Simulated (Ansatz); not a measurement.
The cluster Sn₉O. Total charge 0; singlet. Geometry PBE-D4/def2-SVP.

```xyz
10

O    -1.031    3.196   -0.107
Sn   -1.867    2.184   -1.709
Sn    0.705    0.257    1.046
Sn    1.854   -2.531    1.528
Sn   -1.968   -0.501   -0.293
Sn    0.037   -2.823   -1.083
Sn    0.132    3.116    1.514
Sn   -1.088   -2.106    1.987
Sn    0.403    0.185   -2.022
Sn    2.823   -0.977   -0.861
```

In the def2 sets Sn takes a core potential; there is no spin–orbit coupling. The structure comes from a short search, and lower isomers may exist.

Problem. Estimate the orbital energies around the gap (eV) in Ansatz with PBE-D4/def2-SVP, r2SCAN-D4/def2-SVP, PBE0-D4/def2-SVP.

Solution. 
| orbital | PBE-D4/def2-SVP | r2SCAN-D4/def2-SVP | PBE0-D4/def2-SVP |
| --- | --- | --- | --- |
| HOMO−9 | -7.29 | -7.65 | -8.72 |
| HOMO−8 | -7.23 | -7.50 | -8.21 |
| HOMO−7 | -5.79 | -6.06 | -6.60 |
| HOMO−6 | -5.66 | -5.93 | -6.40 |
| HOMO−5 | -5.51 | -5.77 | -6.30 |
| HOMO−4 | -5.35 | -5.60 | -6.05 |
| HOMO−3 | -5.24 | -5.48 | -5.96 |
| HOMO−2 | -5.03 | -5.26 | -5.74 |
| HOMO−1 | -4.75 | -4.98 | -5.44 |
| HOMO | -4.40 | -4.59 | -5.03 |
| LUMO | -3.52 | -3.53 | -2.92 |
| LUMO+1 | -3.15 | -3.19 | -2.65 |
| LUMO+2 | -2.68 | -2.68 | -2.17 |
| LUMO+3 | -2.52 | -2.50 | -2.01 |
| LUMO+4 | -2.44 | -2.42 | -1.94 |
| LUMO+5 | -2.36 | -2.37 | -1.84 |
